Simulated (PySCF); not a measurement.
C₂H₆BFO. Atoms are numbered in the order given.

```xyz
11

C      1.5990    -0.2427    -0.4409
B      0.3595     0.1700     0.4190
F      0.5259     0.7204     1.6319
C     -1.1382     0.0066    -0.0616
O     -1.1933    -0.5853    -1.3451
H      1.4190    -1.2127    -0.9303
H      1.6921     0.4883    -1.2650
H      2.5439    -0.2598     0.1215
H     -1.6752    -0.5911     0.7073
H     -1.6123     1.0122    -0.0357
H     -2.1162    -0.6722    -1.6042
```

Geometry: ωB97X-D3(BJ)/def2-SVP. The structure was generated by enumeration, and PubChem lists no compound with its InChIKey, so it may never have been made. Other conformers were not sampled.

Computed with PBE/pcSseg-1 run with PySCF.

GIAO shieldings, no solvent; atoms alike by connectivity are averaged. δ = σ(ref) − σ: ¹³C against TMS (σ = 182.0 ppm); ¹¹B against BF3 (σ = 83.9 ppm); ¹⁹F against CFCl3 (σ = 133.6 ppm); ¹⁷O against H2O (σ = 334.3 ppm); ¹H against TMS (σ = 31.49 ppm), references at their B3LYP-D3(BJ)/def2-TZVP geometries, non-relativistic.

Problem. Estimate the chemical shifts. (An estimate is asked for; the answer gives what the named calculation found.)

Solution. 
```json
[
 {"nucleus": "¹³C", "atoms": "C4", "count": "1", "δ (ppm)": "65.1"},
 {"nucleus": "¹³C", "atoms": "C1", "count": "1", "δ (ppm)": "6.8"},
 {"nucleus": "¹¹B", "atoms": "B2", "count": "1", "δ (ppm)": "52.7"},
 {"nucleus": "¹⁹F", "atoms": "F3", "count": "1", "δ (ppm)": "-39.2"},
 {"nucleus": "¹⁷O", "atoms": "O5", "count": "1", "δ (ppm)": "12.5"},
 {"nucleus": "¹H", "atoms": "H9, H10", "count": "2", "δ (ppm)": "4.05"},
 {"nucleus": "¹H", "atoms": "H6, H7, H8", "count": "3", "δ (ppm)": "1.14"},
 {"nucleus": "¹H", "atoms": "H11", "count": "1", "δ (ppm)": "-0.17"}
]
```
